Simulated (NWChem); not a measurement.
Molecule: C₅H₃NS; SMILES N#Cc1ccsc1

```xyz
10

N      0.2009    -3.2630     0.0000
C      0.0992    -2.1077     0.0000
C     -0.0342    -0.6875     0.0000
C     -1.2892     0.0013     0.0000
C     -1.1273     1.3578     0.0000
S      0.5317     1.8037     0.0000
C      1.0420     0.1766     0.0000
H     -2.2557    -0.5023     0.0000
H     -1.9005     2.1248     0.0000
H      2.0992    -0.0839     0.0000
```
Atoms are numbered in this order, from 1.

Results from NWChem. Structure relaxed at the PBE0/def2-SVP level.

Q: Order these by “orbital gap (eV)”, lowest first: TPSSh/def2-TZVP; PBE/def2-TZVP; Hartree-Fock/def2-TZVP; PBE0/def2-TZVP.

A: PBE/def2-TZVP (4.21), TPSSh/def2-TZVP (5.06), PBE0/def2-TZVP (6.08), Hartree-Fock/def2-TZVP (11.62)
